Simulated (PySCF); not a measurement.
CH5NSi, SMILES C[Si]N (connectivity only; charge and spin as stated), neutral, multiplicity 1.

The structure is a stationary point at TPSSh-D3(BJ)/def2-TZVP. One conformer was computed; it need not be the lowest.

Calculation: TPSSh-D3(BJ)/def2-TZVP run with PySCF.

Frequencies are harmonic and unscaled.

```tsv
mode	ν (cm⁻¹)	IR (km/mol)	moving atoms (share of kinetic energy)
1	8	0.9	H 92 %
2	280	2.3	H 38 %, N 25 %, C 19 %, Si 18 %
3	503	11.2	H 98 %
4	564	175.8	H 79 %, N 20 %
5	628	29.8	C 51 %, Si 27 %, H 20 %
6	707	1.5	H 84 %, C 11 %
7	729	0.2	H 82 %, C 15 %
8	827	53.7	H 39 %, N 38 %, Si 19 %
9	878	80.3	H 38 %, N 28 %, Si 28 %
10	1272	18.1	H 81 %, C 19 %
11	1447	10.8	H 95 %
12	1462	6.4	H 95 %
13	1596	49.2	H 89 %, N 11 %
14	2993	13.6	H 97 %
15	3058	11.0	H 91 %, C 9 %
16	3076	26.8	H 91 %, C 9 %
17	3508	2.3	H 96 %
18	3616	26.0	H 91 %, N 9 %
```
